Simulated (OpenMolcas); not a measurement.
A calculation on Mo2+.

| Property | Result |
| --- | --- |
| Program | OpenMolcas |
| Method | MS-CASPT2, IPEA 0.25 Eh, imaginary shift 0.1 Eh (closed shells correlated: 4s 4p) |
| Basis | ANO-RCC-VQZP [8s7p5d3f2g1h] |
| Scalar Hamiltonian | DKH2, point nucleus |
| Active space | 4 electrons in 5 orbitals (4d) |
| State averaging | 2S+1 = 5 even, 5 roots; 2S+1 = 3 even, 45 roots; 2S+1 = 1 even, 50 roots |
| Spin-orbit coupling | RASSI with atomic mean-field integrals over the reference wave functions, term energies averaged over their components |

(1) Which level of the active space comes out lowest?

(2) How high does 4d⁴ ³F₄(1) lie?

(3) How high does 4d⁴ ⁵D₁ lie?

(4) How high does 4d⁴ ³F₂(1) lie?

(5) The level at 14520 cm⁻¹ has J = 3. What is it made of, and what is its g factor?

Measured values: Sugar and Musgrove, J. Phys. Chem. Ref. Data 17, 155 (1988).

## Answers

(1) 4d⁴ ⁵D₀, with 98 % of that term; it is also the measured ground level.

(2) 14820 cm⁻¹ above the lowest level; measured 14296 cm⁻¹ above the ground level, so the calculation is off by +4 %.

(3) 240 cm⁻¹ above the lowest level; measured 242 cm⁻¹ above the ground level, so the calculation is off by -1 %.

(4) 14540 cm⁻¹ above the lowest level; measured 13929 cm⁻¹ above the ground level, so the calculation is off by +4 %.

(5) 77 % 4d⁴ ³F₃(1), 22 % 4d⁴ ³G; g = 1.011, against 1.084 from Landé's formula for the pure leading term.

CASPT2 does not keep the components of a term degenerate, so their means are used; among the terms shown or strongly mixed into the levels shown the widest spread is 190 cm-1 (4d⁴ ³F(1)). Levels of configurations with an s electron are missing; early in the row they begin among the upper levels of the d shell and mix with terms of their name. Computed and measured levels are paired by configuration, term and J; levels that our copy of the source lacks, or whose pairing is in doubt (as where it misses far off the trend of its configuration), stay unpaired and out of the deviations. Levels of configurations outside the active space are missing.

A number in round brackets counts repeated terms of one configuration in the order of the reference energies.
